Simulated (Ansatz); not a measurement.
Reaction (atomization): `[NH2][AlH][AlH][O][AlH][F]` → 3 Al• + F• + 5 H• + N• + O•

Isolated molecules relaxed with PBE0-D4/def2-TZVP in Ansatz; ΔE leaves out vibrations. CBS: MP2 limit from def2 TZ/QZ plus the TZ coupled-cluster correction, frozen cores. This one scheme is used for every species, atoms too. For atomizations the MP2-based limit and the directly extrapolated one differ by several kJ/mol either way, and by 10 to 25 for some Ge, Se and Sn compounds, so smaller differences from it don't rank the levels. Functionals use def2-TZVPP. No spin–orbit coupling; open shells (•) take unrestricted orbitals. Spin–orbit coupling would lower the free atoms: a little for Al, F, O. Each species was taken in one conformer, which may not be the lowest.

`[NH2][AlH][AlH][O][AlH][F]`:

```xyz
11

N    -1.223    1.664    0.124
Al   -1.976    0.089    0.415
Al   -0.316   -1.892    0.229
O     1.277   -1.415   -0.154
Al    2.411   -0.240   -0.499
F     1.912    1.340   -0.518
H    -0.245    1.797   -0.095
H    -1.700    2.552    0.152
H    -3.533    0.093    0.747
H    -0.525   -3.462    0.407
H     3.918   -0.527   -0.808
```

CCSD(T)/CBS gives +892.8 kcal/mol.

Q: Another level gave +866.8 kcal/mol. Which?
A. BHLYP-D4/def2-TZVPP
B. HF/def2-TZVPP
C. r2SCAN0/def2-TZVPP
D. LC-ωPBE/def2-TZVPP

A: C. r2SCAN0 866.8, BHLYP-D4 857.9, LC-ωPBE 882.5, HF/def2-TZVPP 641.5 kcal/mol.

Largest T1 diagnostic among the species: 0.018.

The D4 term adds +9.2 kcal/mol with B3LYP and +4.9 kcal/mol with PBE0; it sums over pairs of atoms, weighted by their polarisabilities, and B3LYP, whose exchange is more repulsive, gets the larger term. Leaving LDA and LC-ωPBE aside and taking each functional with its dispersion term where it has one, the values, not all of them listed here, spread over 38.9 kcal/mol, from BHLYP-D4 to B97M-V. LDA lies +113.7 kcal/mol from PBE without D4, its usual overbinding.

B3LYP here is the variant with VWN-RPA as its local correlation; programs differ in this.
